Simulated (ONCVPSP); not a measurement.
**u(r) = r·R(r): atom against pseudo-atom (scandium)**

Columns: radius, all-electron u(r) and pseudo u(r) of the 3s shell (level -56.33 eV) of scandium in the configuration [Ne] 3s2 3p6 3d1 4s1.75; LDA (Perdew-Zunger), scalar-relativistic, ONCV scheme, ONCVPSP 4.0.1.

```json
{"r (bohr)": "0.148", "all-electron": "-0.3402", "pseudo": "0.1738"}
{"r (bohr)": "0.295", "all-electron": "-0.4787", "pseudo": "0.3625"}
{"r (bohr)": "0.443", "all-electron": "0.0768", "pseudo": "0.5670"}
{"r (bohr)": "0.590", "all-electron": "0.6219", "pseudo": "0.7641"}
{"r (bohr)": "0.738", "all-electron": "0.9495", "pseudo": "0.9215"}
{"r (bohr)": "0.885", "all-electron": "1.0672", "pseudo": "1.0054"}
{"r (bohr)": "1.033", "all-electron": "1.0452", "pseudo": "1.0067"}
{"r (bohr)": "1.180", "all-electron": "0.9474", "pseudo": "0.9353"}
{"r (bohr)": "1.328", "all-electron": "0.8174", "pseudo": "0.8160"}
{"r (bohr)": "1.475", "all-electron": "0.6834", "pseudo": "0.6833"}
{"r (bohr)": "1.623", "all-electron": "0.5576", "pseudo": "0.5576"}
{"r (bohr)": "1.770", "all-electron": "0.4481", "pseudo": "0.4480"}
{"r (bohr)": "1.918", "all-electron": "0.3550", "pseudo": "0.3550"}
{"r (bohr)": "2.065", "all-electron": "0.2790", "pseudo": "0.2790"}
{"r (bohr)": "2.213", "all-electron": "0.2173", "pseudo": "0.2173"}
{"r (bohr)": "2.360", "all-electron": "0.1685", "pseudo": "0.1685"}
{"r (bohr)": "2.508", "all-electron": "0.1298", "pseudo": "0.1298"}
{"r (bohr)": "2.655", "all-electron": "0.0998", "pseudo": "0.0998"}
{"r (bohr)": "2.802", "all-electron": "0.0765", "pseudo": "0.0765"}
{"r (bohr)": "2.950", "all-electron": "0.0583", "pseudo": "0.0583"}
{"r (bohr)": "3.098", "all-electron": "0.0444", "pseudo": "0.0444"}
{"r (bohr)": "3.245", "all-electron": "0.0338", "pseudo": "0.0338"}
{"r (bohr)": "3.393", "all-electron": "0.0256", "pseudo": "0.0256"}
{"r (bohr)": "3.540", "all-electron": "0.0194", "pseudo": "0.0194"}
{"r (bohr)": "3.688", "all-electron": "0.0147", "pseudo": "0.0147"}
{"r (bohr)": "3.835", "all-electron": "0.0111", "pseudo": "0.0111"}
```

How many radial nodes do the two functions have?

The all-electron 3s function has n − l − 1 = 2 (the table is too coarse to show those close to the nucleus); the pseudo-wave has 0, since the states of the same l below it are removed with the core.

At about which radius was the pseudo-wave matched?

1.60 bohr, where the columns begin to agree (steps of 0.15 bohr).

Is the pseudo-wave norm-conserving?

Yes: the ONCV scheme keeps the norm inside the radius equal to the all-electron one, which fixes the energy derivative of the logarithmic derivative at the level.
